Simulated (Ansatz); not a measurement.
```xyz
2

P     0.0008    0.0005   -0.9451
P     0.0006    0.0001    0.9447
```

Basis set: 6-31G* (spherical functions). Frozen core: 10 orbitals. Charge 0, multiplicity 1.

Computed with Ansatz (development build ahead of 0.2.0); each method stands on the lowest determinant of its kind that the runs found. Restricted open shells among the atoms or ions are ROHF, correlated in semicanonical orbitals with singles.

The atomization energy at this shape (free ground-state atoms in the same class of orbitals less the molecule, no zero-point energy) of singlet P2:

| method | atomization energy |
| --- | --- |
| RHF | 27.47 kcal/mol |

What does RHF-MP2 give?

92.29 kcal/mol.
